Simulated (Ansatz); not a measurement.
The first iterations of a band of C₂H₄IN (8 atoms, charge 0, multiplicity 1).

Level of theory: Ansatz 0.2.0, RHF/def2-SVP.

```json
{
  "movable images": "5",
  "climbing image": "yes",
  "spring": "5.0 eV/Å²",
  "optimiser": "quadratic models (default)",
  "start path": "IDPP",
  "force threshold": "0.2 eV/Å",
  "iteration limit": "60",
  "end points": "relaxed"
}
```

First end point:

```xyz
8
Properties=species:S:1:pos:R:3
C -0.285 1.162 -0.127
C -0.168 -0.151 -0.245
N 0.808 -0.950 0.321
I -1.494 -1.226 -1.503
H -1.024 1.726 -0.673
H 0.389 1.706 0.527
H 0.499 -1.847 0.639
H 1.367 -0.478 1.006
```

Last end point:

```xyz
8
Properties=species:S:1:pos:R:3
C -0.489 1.095 0.045
C -0.139 -0.141 -0.269
N 0.572 -1.027 0.519
I -0.784 -0.994 -2.101
H -1.122 1.694 -0.590
H -0.148 1.531 0.978
H 0.979 -0.605 1.332
H 1.223 -1.610 0.032
```

| iteration | highest image above the first end (eV) | largest band force component (eV/Å) |
| --- | --- | --- |
| 1 | 0.354 | 1.039 |
| 2 | 0.269 | 0.663 |

Q: Does the band converge within its limit, and where does its top end?

A: The forces met the threshold. It ended after 5 iterations with the highest image 0.237 eV above the first end. The threshold of 0.2 eV/Å is loose, so the images may lie well off the minimum-energy path. The order of the stationary point at the top wasn't checked.

Time of the run: 66 s on 1 thread of Arm Neoverse V2, on a shared host, peak memory 0.19 GiB.
